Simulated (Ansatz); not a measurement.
Cost and result up the ladder for TiF3 (the lowest doublet isomer of a short search) (4 atoms). Total charge 0; doublet. Geometry: PBE0-D4/def2-TZVP.

Cartesian coordinates in Å:
```
Ti 0.002 0.002 0.004
F 1.393 0.543 -0.946
F 0.002 -1.610 0.734
F -1.398 1.065 0.207
```

Ansatz on 2 threads of Intel Xeon Platinum 8488C on a shared host. Times are rough, and most runs start from the orbitals of an earlier one. ωB97M-V/def2-TZVP serves as the yardstick here, not as an exact answer. Differences are given only for rows in sets of like size (and for xTB, whose basis is part of the method), since another set adds its own error. Binding counts from free atoms at the same level (Ti triplet, F doublet; other spins of the atoms weren't run), without zero-point energy or a counterpoise term.

HSE06 is defined as in plane-wave codes, on full-range PBE exchange. Correlated methods freeze 8 core orbitals; core or outer-core shells of Ti are correlated, in sets that lack core-valence functions. The structure comes from a short search, and lower isomers may exist.

Correlated methods converge slowly with the basis (MP2 moves by 0.10 eV from def2-TZVP to def2-QZVPP here).

```
                          level  functions  binding energy per atom (eV)  difference from ωB97M-V/def2-TZVP (eV)
              ωB97X-V/def2-TZVP        138                          4.71                                    0.09
             PBE0-D4/def2-QZVPP        264                          4.67                                       –
                 MP2/def2-QZVPP        264                          4.91                                       –
             HSE06-D4/def2-TZVP        138                          4.65                                    0.03
                      HF/STO-3G         33                          4.45                                       –
                  MP2/def2-TZVP        138                          4.80                                    0.18
             CCSD(T)/def2-TZVPP        157                          4.58                                   -0.04
               PBE0-D4/def2-SVP         73                          4.66                                       –
         CAM-B3LYP-D4/def2-TZVP        138                          4.72                                    0.10
              ωB97M-V/def2-TZVP        138                          4.62                                    0.00
             PBE0-D4/def2-TZVPD        168                          4.66                                    0.04
PBE0-D4/def2-TZVP (with forces)        138                          4.65                                    0.03
                PBE-D4/def2-SVP         73                          5.11                                       –
```

Question: Estimate how long each takes.

Answer: HF/STO-3G 0.2 s; PBE-D4/def2-SVP 1.4 s; MP2/def2-TZVP 2 s; PBE0-D4/def2-SVP 2.3 s; HSE06-D4/def2-TZVP 4 s; PBE0-D4/def2-TZVP (with forces) 4.3 s; PBE0-D4/def2-TZVPD 8.5 s; CAM-B3LYP-D4/def2-TZVP 8.5 s; MP2/def2-QZVPP 12 s; PBE0-D4/def2-QZVPP 16 s; ωB97X-V/def2-TZVP 18 s; ωB97M-V/def2-TZVP 19 s; CCSD(T)/def2-TZVPP 2.4 min. On shared hardware such times vary by a factor of up to 3.
